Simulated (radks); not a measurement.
Problem. All-electron atom: Yb in [Xe] 4f14 6s2 (the NIST ground configuration). Calculated with a radial shooting solver on a logarithmic mesh with Libxc functionals: scalar-relativistic Kohn-Sham, AM05, spin-unpolarised, spherical densities, point nucleus. Some entries of the table are withheld. Estimate them.

| orbital | occ. | eigenvalue (eV) | <1/r> (bohr^-1) |
|---|---|---|---|
| 1s | 2 | -61195.33 | 80.61 |
| 2s | 2 | -10369.20 | 18.79 |
| 2p | 6 | -9140.685 | (1) |
| 3s | 2 | -2336.684 | 6.941 |
| 3p | 6 | -1966.461 | 6.462 |
| 3d | 10 | -1515.495 | 6.122 |
| 4s | 2 | -459.1202 | 2.936 |
| 4p | 6 | (2) | 2.678 |
| 4d | 10 | -177.6923 | (3) |
| 5s | 2 | -54.9878 | 1.099 |
| 5p | 6 | -27.4643 | 0.9010 |
| 6s | 2 | -3.8744 | 0.3199 |
| 4f | 14 | -3.0894 | 1.730 |

Solution. 
(1) 2p <1/r> (bohr^-1): 17.25
(2) 4p eigenvalue (eV): -337.5730
(3) 4d <1/r> (bohr^-1): 2.367
